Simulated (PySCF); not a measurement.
C6H11O, SMILES C[C](C)CC(C)=O, doublet, GFN2-xTB optimised geometry.

```
18

C     -1.42    -0.01     0.00
C      0.07    -0.01     0.00
C      0.81    -1.28     0.16
C      0.84     1.20    -0.36
C      0.97     0.91    -1.85
C     -0.07     1.57    -2.72
O      1.82     0.15    -2.28
H     -1.79    -0.53     0.89
H     -1.82     1.00     0.00
H     -1.82    -0.54    -0.86
H      0.13    -2.13     0.22
H      1.43    -1.26     1.06
H      1.49    -1.42    -0.69
H      1.82     1.21     0.11
H      0.31     2.13    -0.17
H     -1.07     1.37    -2.35
H      0.02     1.20    -3.74
H      0.09     2.64    -2.72
```

Density from unrestricted PBE0/def2-SVP run with PySCF at that geometry.

Minimum of the electron density along straight lines between bonded atoms, close to the bond critical point (lines longer than 1.1 times the sum of covalent radii, or with two minima, are not listed):

| bond | length / Å | ρ at the minimum / e bohr⁻³ | ∇²ρ there / e bohr⁻⁵ | position (fraction from the first atom) |
|---|---|---|---|---|
| C1–C2 | 1.484 | 0.261 | -0.60 | 0.50 |
| C2–C3 | 1.481 | 0.263 | -0.61 | 0.51 |
| C2–C4 | 1.479 | 0.260 | -0.59 | 0.50 |
| C4–C5 | 1.527 | 0.245 | ? | 0.49 |
| C5–C6 | 1.507 | 0.257 | -0.61 | 0.51 |
| C5–O7 | 1.215 | ? | ? | 0.33 |
| C1–H8 | 1.092 | 0.272 | -0.98 | 0.63 |
| C1–H9 | 1.088 | 0.276 | -1.01 | 0.62 |
| C1–H10 | 1.096 | 0.269 | -0.96 | 0.62 |
| C3–H11 | 1.087 | 0.276 | -1.01 | 0.62 |
| C3–H12 | 1.094 | 0.270 | -0.96 | 0.62 |
| C3–H13 | 1.096 | 0.272 | -1.00 | 0.64 |
| C4–H14 | 1.090 | 0.276 | -1.02 | 0.63 |
| C4–H15 | 1.088 | 0.277 | -1.01 | 0.62 |
| C6–H16 | 1.087 | 0.275 | -1.00 | 0.63 |
| C6–H17 | 1.087 | 0.278 | -1.04 | 0.64 |
| C6–H18 | 1.089 | 0.273 | -0.99 | 0.63 |

**Question.** Fill in the missing entries.

**Answer.** 
- C4–C5, ∇²ρ there / e bohr⁻⁵: -0.55
- C5–O7, ρ at the minimum / e bohr⁻³: 0.405
- C5–O7, ∇²ρ there / e bohr⁻⁵: 0.37
